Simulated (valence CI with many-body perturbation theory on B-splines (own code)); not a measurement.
Results of a calculation; reference values are marked as such.
Sensitivity of CI+MBPT for Er XIX

Level of theory: valence CI with perturbative core correlation (CI+MBPT): four valence electrons over a frozen Dirac-Fock core [Kr] 4d10, radial functions for each j: 5 s, 5 p, 5 d, 5 f, 2 g, with the one-electron correlation potential Σ1 (screened to all orders), the two-electron term Σ2, the three-electron term Σ3, Breit, model QED; selected single and double excitations, second order for the rest (own B-spline code, finite nucleus).

No measured spectrum was set against this ion. As an estimate, terms of the open shell hold to a few per cent of their energy, and close levels can change places. Only levels of the ground parity were solved; by the run's estimate the other parity begins above the list, which can be wrong where configurations are misplaced.

The reference run has the lowest level 4f4 5I_4 and an ionisation energy of 440.266 eV. Its largest variational space holds 9997 state functions.

Names give the largest LS component (configuration and term), which can be under half, so a name can repeat, a term be missing and a line seem to break the LS rules; names also repeat where a configuration has a term twice. Letters in brackets count levels of one name in rising energy.

Changed runs:
A. logarithmic knot step 0.27 → 0.4
B. correlating orbitals by l 2 2 3 3 2 → 4 4 0 0 0; three-electron term on → off
C. Davidson tolerance 2e-05 → 0.001
D. cutoff of virtual states (hartree) 9248 → 80.67 (bad on purpose)

Excitation energies of the reference run in cm⁻¹, and shifts in cm⁻¹:

```csv
Level,Reference,A,B,C,D
4f4 5I_5,6097,-0.2,-80,0,-43
4f4 5I_6,12099,-0.5,-103,0,-77
4f4 5I_7,17801,-0.7,-72,0,-102
4f4 5I_8,23182,-0.9,-1.0,0,-119
4f4 5F_1,28541,-3.6,+219,0,-18
4f4 5F_2,28678,-3.6,+435,0,+5.8
4f4 5F_3,32716,-3.8,+311,0,-35
4f4 5F_4 [a],33227,-3.6,+966,0,+4.0
4f4 5S_2,34223,-4.5,+1288,0,-50
4f4 3K_6,37246,-0.4,+888,0,-35
4f4 5G_2,38210,-4.2,+674,0,+13
4f4 5G_3,39879,-4.1,+742,0,+1.4
Ionisation energy (eV),440.266,-0.014,-0.019,0,-0.306
```

No effect on these energies: C.
